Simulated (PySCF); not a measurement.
C₃H₈BClO₂ (SMILES CC(C)OB(O)Cl), singlet, at a GFN2-xTB geometry, atoms displaced at random by about 0.08 Å a coordinate; PySCF with HF/STO-3G, gradient by finite differences.

Input for PySCF:
```python
from pyscf import gto, scf

mol = gto.Mole()
mol.atom = '''
    B     0.26995381    0.43868762    0.89459572
    Cl    0.27002300    2.02738521    0.07911201
    O     0.55961318    0.50322493    2.32709015
    H     0.94082697    1.23209705    2.84012999
    O    -0.17276544   -0.77080159    0.57131387
    C    -0.40559247   -0.86710095   -0.92163213
    C    -1.44006061   -1.97276823   -0.95201343
    C     0.62319563   -1.11968831   -1.82540065
    H    -0.94529856    0.09540554   -1.23898215
    H    -0.99785022   -3.03070502   -0.63447804
    H    -1.90886717   -2.14763992   -2.00704029
    H    -2.19311909   -1.87831017   -0.36738645
    H     1.40188506   -0.37119108   -1.65535152
    H     1.24282825   -2.20561216   -1.24662411
    H     0.47404673   -1.32629737   -2.85678961
'''
mol.basis = 'sto-3g'
mol.verbose = 4
mol.build()

mf = scf.RHF(mol)
mf.conv_tol = 1e-11
mf.kernel()
scan, done = mf.as_scanner(), []
scan.scf_summary = {}
def energy(d):
    c = mol.atom_coords()
    c[14, 0] += d
    e = scan(mol.set_geom_(c, unit='Bohr', inplace=False))
    done.append(scan.converged)
    return e
h = 0.01
fd = (energy(h) - energy(-h)) / (2 * h)
print('dE/dx =', fd)
```

### Question
Predict the main parts of the log of this PySCF run.

### Answer

```
PySCF version 2.14.0

[INPUT] verbose = 4
[INPUT] num. atoms = 15
[INPUT] num. electrons = 64
[INPUT] charge = 0
[INPUT] spin (= nelec alpha-beta = 2S) = 0
[INPUT] symmetry False subgroup None
[INPUT] Mole.unit = angstrom
[INPUT] Symbol           X                Y                Z      unit          X                Y                Z       unit  Magmom
[...]
nuclear repulsion = 365.196959248352
number of shells = 31
number of NR pGTOs = 141
number of NR cGTOs = 47
basis = sto-3g
ecp = {}

******** <class 'pyscf.scf.hf.RHF'> ********
method = RHF
initial guess = minao
damping factor = 0
level_shift factor = 0
DIIS = <class 'pyscf.scf.diis.CDIIS'>
diis_start_cycle = 1
diis_space = 8
diis_damp = 0
SCF conv_tol = 1e-11
SCF conv_tol_grad = None
SCF max_cycles = 50
direct_scf = True
direct_scf_tol = 1e-13
Set gradient conv threshold to 3.16228e-06
Initial guess from minao.
init E= -744.341148120877
[...]
cycle= 1 E= -743.366580224345  delta_E= 0.975  |g|= 0.671  |ddm|= 4.64
[...]
cycle= 2 E= -743.50943153119  delta_E= -0.143  |g|= 0.276  |ddm|= 1.19
[...]
cycle= 3 E= -743.532140723742  delta_E= -0.0227  |g|= 0.0426  |ddm|= 0.366
[...]
cycle= 4 E= -743.533090032677  delta_E= -0.000949  |g|= 0.00961  |ddm|= 0.0936
[...]
cycle= 5 E= -743.533132592308  delta_E= -4.26e-05  |g|= 0.00269  |ddm|= 0.0181
[...]
cycle= 6 E= -743.5331380946  delta_E= -5.5e-06  |g|= 0.000557  |ddm|= 0.00761
[...]
cycle= 7 E= -743.533138316826  delta_E= -2.22e-07  |g|= 0.0001  |ddm|= 0.00162
[...]
cycle= 8 E= -743.533138323488  delta_E= -6.66e-09  |g|= 2.67e-05  |ddm|= 0.00025
[...]
cycle= 9 E= -743.533138324075  delta_E= -5.87e-10  |g|= 8.51e-06  |ddm|= 7.6e-05
[...]
cycle= 10 E= -743.533138324142  delta_E= -6.68e-11  |g|= 1.72e-06  |ddm|= 3.14e-05
[...]
cycle= 11 E= -743.533138324151  delta_E= -8.64e-12  |g|= 4.21e-07  |ddm|= 5.88e-06
[...]
Extra cycle  E= -743.533138324148  delta_E= 2.73e-12  |g|= 1.73e-07  |ddm|= 8.16e-07
converged SCF energy = -743.533138324148
Create scanner for <class 'pyscf.scf.hf.RHF'>

WARN: Mole.unit (angstrom) is changed to Bohr

New geometry
   1 B      0.269953810000   0.438687620000   0.894595720000 AA    0.510138767183   0.828999456037   1.690540903008 Bohr
   2 Cl     0.270023000000   2.027385210000   0.079112010000 AA    0.510269517333   3.831202795894   0.149500032064 Bohr
   3 O      0.559613180000   0.503224930000   2.327090150000 AA    1.057515645897   0.950957296753   4.397563050673 Bohr
[...]
converged SCF energy = -743.532946466884
[...]
   5 O     -0.172765440000  -0.770801590000   0.571313870000 AA   -0.326479365390  -1.456603901479   1.079626745465 Bohr
   6 C     -0.405592470000  -0.867100950000  -0.921632130000 AA   -0.766458686486  -1.638583317850  -1.741632313300 Bohr
   7 C     -1.440060610000  -1.972768230000  -0.952013430000 AA   -2.721320155674  -3.727991661943  -1.799044649608 Bohr
   8 C      0.623195630000  -1.119688310000  -1.825400650000 AA    1.177669062726  -2.115904250777  -3.449507296103 Bohr
   9 H     -0.945298560000   0.095405540000  -1.238982150000 AA   -1.786355384346   0.180290341366  -2.341336936725 Bohr
  10 H     -0.997850220000  -3.030705020000  -0.634478040000 AA   -1.885663629137  -5.727202452144  -1.198989727651 Bohr
  11 H     -1.908867170000  -2.147639920000  -2.007040290000 AA   -3.607236159474  -4.058451262983  -3.792756469068 Bohr
  12 H     -2.193119090000  -1.878310170000  -0.367386450000 AA   -4.144394438655  -3.549491798285  -0.694259772376 Bohr
  13 H      1.401885060000  -0.371191080000  -1.655351520000 AA    2.649178821519  -0.701449481082  -3.128161012682 Bohr
  14 H      1.242828250000  -2.205612160000  -1.246624110000 AA    2.348605012372  -4.168002919410  -2.355778148180 Bohr
  15 H      0.468754957891  -1.326297370000  -2.856789610000 AA    0.885818489946  -2.506338789031  -5.398549958403 Bohr

******** <class 'pyscf.scf.hf.RHF_Scanner'> ********
method = RHF_Scanner
initial guess = minao
damping factor = 0
level_shift factor = 0
DIIS = <class 'pyscf.scf.diis.CDIIS'>
diis_start_cycle = 1
diis_space = 8
diis_damp = 0
SCF conv_tol = 1e-11
SCF conv_tol_grad = None
SCF max_cycles = 50
direct_scf = True
direct_scf_tol = 1e-13
Set gradient conv threshold to 3.16228e-06
init E= -743.532950380171
[...]
cycle= 1 E= -743.533323176492  delta_E= -0.000373  |g|= 0.000766  |ddm|= 0.00624
[...]
cycle= 2 E= -743.533323482566  delta_E= -3.06e-07  |g|= 0.000242  |ddm|= 0.00129
[...]
cycle= 3 E= -743.533323518184  delta_E= -3.56e-08  |g|= 3.73e-05  |ddm|= 0.000571
[...]
cycle= 4 E= -743.533323518938  delta_E= -7.54e-10  |g|= 1.11e-05  |ddm|= 7.15e-05
[...]
cycle= 5 E= -743.53332351904  delta_E= -1.02e-10  |g|= 2.65e-06  |ddm|= 3.11e-05
[...]
cycle= 6 E= -743.533323519042  delta_E= -2.05e-12  |g|= 9.15e-07  |ddm|= 6.63e-06
[...]
Extra cycle  E= -743.533323519046  delta_E= -3.64e-12  |g|= 4.09e-07  |ddm|= 1.78e-06
converged SCF energy = -743.533323519046
dE/dx = 0.018852608093311574
```
